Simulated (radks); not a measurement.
Values are calculated unless marked as measured or tabulated.
Question: All-electron atom: Li in [He] 2s1. Code: a radial shooting solver on a logarithmic mesh with Libxc functionals. Model: non-relativistic Kohn-Sham, BLYP, spin-polarised, spherical densities, point nucleus; open shells are filled with parallel spins first. Some entries of the table are withheld. Estimate them.

orbital,occ.,eigenvalue (eV),<1/r> (bohr^-1),r(max) (bohr)
1s up,1,(1),2.679,0.3599
1s down,1,(2),2.673,0.3605
2s up,1,-3.0305,0.3692,2.995

Answer: 
(1) 1s up eigenvalue (eV): -51.9503
(2) 1s down eigenvalue (eV): -51.7580
